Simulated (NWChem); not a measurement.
System: C₄H₇F; SMILES C=C(F)CC

NWChem input:

```
start job
memory heap 200 mb stack 900 mb global 1100 mb
geometry units angstroms noautoz
  C     -0.985622     1.567849    -0.173619
  C     -0.099669     0.587010     0.057706
  F      1.218930     0.805477    -0.182114
  C     -0.358366    -0.801120     0.558479
  C      0.114465    -1.889929    -0.414929
  H     -0.654202     2.547322    -0.545533
  H     -2.054083     1.398867     0.012469
  H     -1.441171    -0.901911     0.772317
  H      0.171979    -0.921132     1.529970
  H      1.194652    -1.776898    -0.632673
  H     -0.045894    -2.899992     0.010699
  H     -0.433282    -1.829140    -1.376927
end
basis spherical
  C library 6-311++g**
  F library 6-311++g**
  H library 6-311++g**
end
dft
  xc hfexch
  iterations 150
  mulliken
end
task dft energy
```

All runs use the structure optimised with PBE-D3(BJ)/def2-SVP.

### Question
Give the results of this calculation. (Hartree-Fock/6-311++G** (spherical d).) Quantities: basis functions; energy (Ha); highest occupied level (eV); orbital gap (eV); dipole (D).

### Answer
* **number of basis functions**: 159
* **energy (Ha)**: -255.03
* **highest occupied level (eV)**: -9.94
* **orbital gap (eV)**: 11.07
* **dipole (D)**: 1.88
